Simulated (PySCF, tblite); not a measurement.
Isomers of C8H14N2. All values are computed: GFN2-xTB (tblite) harmonic vibrations without scaling, gas phase. The method is semi-empirical: single wavenumbers can be off by several per cent or more. One conformer each.

Electronic energies: PBE0/pcSseg-1 single points on the GFN2-xTB geometries (PySCF, gas phase).

```csv
SMILES,"electronic energy, lowest = 0 (kJ/mol)"
C=C/C(CC)=N\N=C\CC,117.5
CN[C@@H]1[C@H]2[C@H]3C[C@@H]1[C@@]23CN,183.0
[H]/N=C\[C@@H]1CC=C(CN)CC1,0.0
```

Problem. How do GFN2-xTB zero-point energies change the relative energies?

Solution. 
```
                                SMILES  ZPE (kJ/mol)  of it from modes above 1550 cm⁻¹  electronic (kJ/mol)  with ZPE, lowest = 0 (kJ/mol)  lowest mode (cm⁻¹)  rings
            [H]/N=C\[C@@H]1CC=C(CN)CC1         548.1                             284.9                  0.0                            0.0                  44      1
                    C=C/C(CC)=N\N=C\CC         535.4                             283.6                117.5                          104.8                  40      0
CN[C@@H]1[C@H]2[C@H]3C[C@@H]1[C@@]23CN         548.7                             265.6                183.0                          183.6                  40      3
```

The zero-point energies span 13.3 kJ/mol, from `C=C/C(CC)=N\N=C\CC` to `CN[C@@H]1[C@H]2[C@H]3C[C@@H]1[C@@]23CN`. The order is unchanged.

Problem. And how do the electronic energies of GFN2-xTB itself compare?

Solution. `[H]/N=C\[C@@H]1CC=C(CN)CC1` 0.0; `C=C/C(CC)=N\N=C\CC` 42.4; `CN[C@@H]1[C@H]2[C@H]3C[C@@H]1[C@@]23CN` 85.2 kJ/mol, lowest = 0. Against the energies above, taken from the same isomer `[H]/N=C\[C@@H]1CC=C(CN)CC1`, the largest difference is 97.8 kJ/mol.

Problem. What do entropy and thermal enthalpy add at 298.15 K and 1 bar (rigid rotor, harmonic oscillator, one conformer each)?

Solution. 
```tsv
SMILES	point group	symmetry number	S (J/(mol K))	H − H(0) (kJ/mol)	ZPE + H − H(0) − TS (kJ/mol)
[H]/N=C\[C@@H]1CC=C(CN)CC1	C1	1	427.2	30.32	451.1
C=C/C(CC)=N\N=C\CC	C1	1	463.6	35.01	432.2
CN[C@@H]1[C@H]2[C@H]3C[C@@H]1[C@@]23CN	C1	1	411.8	28.82	454.8
```
